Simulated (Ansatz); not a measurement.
Molecule: C₂H₈AlN, net charge 0, singlet state. 
Geometry from a B3LYP-D3(BJ)/def2-TZVP (Ansatz, a first-principles code) optimisation:
SMILES: [CH3][Al]([CH3])[NH2]
```xyz
12

C     -1.5296    -1.1936    -0.1710
Al    -0.0037     0.0198     0.0040
C      1.8556    -0.5612    -0.1885
N     -0.3219     1.7331     0.3551
H     -1.4702    -2.0125     0.5525
H     -2.4876    -0.6905    -0.0206
H     -1.5540    -1.6587    -1.1614
H      2.5679     0.2582    -0.0680
H      2.1089    -1.3288     0.5492
H      2.0314    -1.0088    -1.1716
H      0.3858     2.4428     0.4645
H     -1.2370     2.1393     0.4744
```

Quantity: vertical ionisation energy (to the doublet state of charge +1; each state is the SCF solution reached for its spin), in eV. Cores are frozen in the correlated levels unless marked. Open shells are spin-unrestricted. No spin-orbit coupling. No relativistic terms. CBS(X,Y): correlation extrapolated as X^-3; Hartree-Fock from the larger set. The bracket is a focal-point correction in the basis named.

```json
[
 {"level": "PBE/def2-TZVPD", "program": "Ansatz", "vertical ionisation energy (eV)": "8.99", "minus last row": "-0.79"},
 {"level": "PBE0/def2-TZVPD", "program": "Ansatz", "vertical ionisation energy (eV)": "9.35", "minus last row": "-0.43"},
 {"level": "B2PLYP/def2-TZVPD", "program": "Ansatz", "vertical ionisation energy (eV)": "9.63", "minus last row": "-0.15"},
 {"level": "MP2/aug-cc-pV(D+d)Z", "program": "Ansatz", "vertical ionisation energy (eV)": "9.67", "minus last row": "-0.11"},
 {"level": "CCSD/aug-cc-pV(T+d)Z", "program": "Ansatz", "vertical ionisation energy (eV)": "9.57", "minus last row": "-0.21"},
 {"level": "RI-MP2/CBS(aug-cc-pV(T+d)Z,aug-cc-pV(Q+d)Z)+[CCSD(T)-MP2]/aug-cc-pV(D+d)Z", "program": "Ansatz", "vertical ionisation energy (eV)": "9.79", "minus last row": "0.01"},
 {"level": "RI-MP2/CBS(aug-cc-pV(T+d)Z,aug-cc-pV(Q+d)Z)+[CCSD(T)-MP2]/aug-cc-pV(T+d)Z", "program": "Ansatz", "vertical ionisation energy (eV)": "9.78", "minus last row": "0.00"}
]
```
